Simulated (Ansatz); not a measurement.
Consider the redistribution: `[NH2][SnH]([OH])[CH]=O` + `C[SiH](O)I` → `O=[CH][SnH]([OH])[I]` + `C[SiH](N)O`.

Calculated with Ansatz (gas phase, PBE0-D4/def2-TZVP geometries, no zero-point term in ΔE). CBS: MP2 limit from def2 TZ/QZ plus the TZ coupled-cluster correction, frozen cores. DFT in def2-TZVPP. B3LYP here is the variant with VWN-RPA as its local correlation; programs differ in this. def2 core potentials past Kr. For I, Sn outer-core shells are correlated without core-valence functions, which leaves a few kJ/mol of doubt a bond. Each species was taken in one conformer, which may not be the lowest.

`[NH2][SnH]([OH])[CH]=O`:

```xyz
10

N    -1.385    0.006    1.355
Sn   -0.274   -0.539   -0.238
O    -0.637    0.597   -1.803
C     1.832    0.010    0.136
O     2.358    0.767   -0.632
H    -1.481    1.008    1.461
H    -2.314   -0.396    1.360
H    -0.652   -2.160   -0.607
H     0.157    1.083   -2.048
H     2.396   -0.377    1.015
```

`C[SiH](O)I`:

```xyz
9

C     0.884   -0.595   -0.583
Si   -0.699    0.124    0.062
O    -0.626    1.741    0.313
I    -1.236   -1.017    2.174
H     0.765   -1.663   -0.775
H     1.161   -0.099   -1.518
H     1.697   -0.467    0.135
H    -1.834   -0.086   -0.861
H    -0.112    2.064    1.054
```

`O=[CH][SnH]([OH])[I]`:

Z-matrix (Å, degrees):
```
Sn
C 1 2.216
I 1 2.687 2 104.8
O 1 1.952 2 103.8 3 -115.9
H 1 1.701 2 122.6 3 124.8
O 2 1.194 1 118.3 3 114.0
H 2 1.112 1 120.2 3 -62.6
H 4 0.962 1 111.9 2 26.2
```

`C[SiH](N)O`:

Cartesian coordinates in Å:
```
C -0.042 0.243 -1.439
Si 0.519 -0.038 0.314
N -0.736 -0.903 1.103
O 0.833 1.360 1.131
H 0.685 0.860 -1.973
H -0.138 -0.702 -1.980
H -1.008 0.754 -1.472
H 1.840 -0.719 0.336
H -0.610 -1.298 2.020
H -1.407 -1.428 0.568
H 0.064 1.871 1.391
```

Question: Is it downhill or uphill in electronic energy at CCSD(T)/CBS, and by how much? (Best estimate.)

Answer: The calculation gave: Downhill: ΔE = -0.86 eV.

Question: What do these levels give: r2SCAN-D4, B3LYP-D4, PBE0, SCS-MP2/def2-TZVPP, MP2/def2-QZVPP, SCS-MP2/def2-QZVPP? (Best estimate.)

Answer: The calculation gave: r2SCAN-D4 -0.91, B3LYP-D4 -0.93, PBE0 -0.88, SCS-MP2/def2-TZVPP -0.82, MP2/def2-QZVPP -0.85, SCS-MP2/def2-QZVPP -0.85 eV.

Largest T1 diagnostic among the species: 0.015.

In def2-TZVPP, CCSD(T) changes the Hartree–Fock value by +0.17 eV (the triples alone add +0.02 eV) and MP2 by +0.17 eV.
